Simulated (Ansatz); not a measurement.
Ansatz (a quantum-chemistry and plane-wave program) input (CCSD(T)/def2-TZVPPD):
A basis named .json is the Basis Set Exchange file of that set.

Ansatz 0.2 input:
```yaml
crystal:
  periodic: [false, false, false]
  atoms:
    - {symbol: Cl, position_ang: [-0.00000000, -0.00000000, -2.25495647]}
    - {symbol: I, position_ang: [0.00000000, 0.00000000, 0.72328792]}
basis:
  gaussian:
    orbitals: def2-TZVPPD.json
total_charge: -1
magnetization: {spin_polarized: true, initial_magnetization: 1}
correlation: {method: ccsd_t, electrons: outside_noble_gas}
```

Output:

```
Functional definition: HF
integrals: 0.23 GiB planned
826 factors; integrals over basis functions are off by at most 5.5e-4 eV
mean field: 0.45 GiB planned
mean field evaluation 1: about -20578.0377 eV, gradient 8.9e0 eV
mean field evaluation 2: about -20578.0907 eV, gradient 8.8e0 eV
mean field evaluation 4: about -20578.5073 eV, gradient 1.2e0 eV
mean field evaluation 8: about -20578.5330 eV, gradient 2.0e-1 eV
mean field evaluation 16: about -20578.5378 eV, gradient 2.7e-6 eV
mean field evaluation 32: about -20577.2818 eV, gradient 3.5e-1 eV
mean field evaluation 64: about -20577.9973 eV, gradient 7.2e0 eV
mean field evaluation 96: about -20576.9425 eV, gradient 1.8e-1 eV
mean field evaluation 128: about -20576.9168 eV, gradient 9.5e-1 eV
mean field evaluation 160: about -20576.3897 eV, gradient 2.7e0 eV
mean field evaluation 192: about -20575.1297 eV, gradient 1.1e-1 eV
mean field evaluation 224: about -20573.8260 eV, gradient 6.9e-3 eV
mean field evaluation 256: about -20573.8253 eV, gradient 1.6e-1 eV
mean field evaluation 288: about -20572.8832 eV, gradient 1.1e-1 eV
mean field evaluation 320: about -20577.2854 eV, gradient 5.4e-3 eV
mean field evaluation 352: about -20576.0637 eV, gradient 2.3e0 eV
mean field evaluation 384: about -20575.1298 eV, gradient 2.8e-3 eV
mean field evaluation 416: about -20576.9186 eV, gradient 5.3e-1 eV
mean field evaluation 448: about -20576.9461 eV, gradient 2.9e-3 eV
mean field evaluation 480: about -20575.1286 eV, gradient 1.2e1 eV
mean field evaluation 512: about -20577.2854 eV, gradient 1.5e-3 eV
mean field evaluation 544: about -20576.9172 eV, gradient 1.0e0 eV
mean field -20578.53781353 eV, -756.2473160132 hartree, gradient 2.8e-6 eV, S^2 0.768963; 12 other end points of the search recorded, 0 dependent functions left out
determinant -20578.53781353 eV, -756.2473160132 hartree, with singles and doubles -20588.47385989 eV, -756.6124589823 hartree
determinant -20577.28540430 eV, -756.2012908230 hartree, with singles and doubles -20587.14079830 eV, -756.5634698721 hartree
determinant -20576.94611950 eV, -756.1888223367 hartree, with singles and doubles -20586.87824189 eV, -756.5538211022 hartree
determinant -20575.90107639 eV, -756.1504177107 hartree, with singles and doubles -20586.12208469 eV, -756.5260328375 hartree
determinant -20575.12976158 eV, -756.1220724143 hartree, with singles and doubles -20585.37114848 eV, -756.4984364410 hartree
14 core orbitals not correlated
reference -20578.53781353 eV, -756.2473160132 hartree; 8, 7 occupied and 88, 89 virtual orbitals, 826 factors
second order -9.06903750 eV of doubles, -0.00000000 eV of singles
coupled cluster: 0.57 GiB planned
cycle   1  -9.90490430 eV  change   -1.5e-1 eV  update   1.8e-2
cycle   2  -9.91722626 eV  change   -1.2e-2 eV  update   4.7e-3
cycle   3  -9.91965381 eV  change   -2.4e-3 eV  update   2.9e-3
cycle   4  -9.91998420 eV  change   -3.3e-4 eV  update   9.9e-4
cycle   5  -9.92003970 eV  change   -5.5e-5 eV  update   4.9e-4
cycle   6  -9.92010432 eV  change   -6.5e-5 eV  update   2.2e-4
cycle   7  -9.92013767 eV  change   -3.3e-5 eV  update   1.2e-4
cycle   8  -9.92017444 eV  change   -3.7e-5 eV  update   6.1e-5
cycle   9  -9.92019219 eV  change   -1.8e-5 eV  update   2.7e-5
cycle  10  -9.92018978 eV  change    2.4e-6 eV  update   1.1e-5
perturbative correction -0.42768678 eV, -0.0157171993 hartree
Total energy: -20588.88569009 eV, -756.6275934630 hartree
```
